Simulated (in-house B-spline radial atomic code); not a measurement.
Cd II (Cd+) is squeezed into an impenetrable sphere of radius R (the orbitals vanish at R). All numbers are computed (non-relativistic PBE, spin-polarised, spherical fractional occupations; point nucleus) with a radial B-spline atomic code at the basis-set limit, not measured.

Energies in eV above the free ion in [Kr] 4d10 5s1:

```tsv
R (bohr)	highest level (eV)	[Kr] 4d10 5s1	[Ar] 3d10 4s2 4p5 4d10 5s1 5d1	[Ar] 3d10 4s2 4p5 4d10 4f1 5s1	-dE/dV in [Kr] 4d10 5s1 (GPa)
8.33	-12.8	0.005338	75.54	79.68	0.0108
6.89	-12.7	0.05256	76.46	81.41	0.147
4.61	-10.8	1.639	84.14	89.65	10.2
4.2	-9.36	3.103	88.65	93.35	24
3.81	-7.02	5.841	95.7	98.7	57.5
2.82	11.6	35.11	150.3	137.7	762
2.48	30	71.7	207	179.6	2210
2.35	41	96.05	242.3	206.4	3440
1.64	208	610.9	892.6	743.2	57800
1.33	446	1621	2060	1763	264000
```

(1) Does [Ar] 3d10 4s2 4p5 4d10 5s1 5d1 fall below [Kr] 4d10 5s1 under compression?

(2) Does [Ar] 3d10 4s2 4p5 4d10 4f1 5s1 fall below [Kr] 4d10 5s1 under compression?

The highest level is first positive in the row R = 2.82 bohr, pushed up by confinement above the zero of the free ion's potential. Each configuration is held fixed and needn't be the lowest in the sphere.

Answers

(1) No, it stays above over the whole range.

(2) No, it stays above over the whole range.
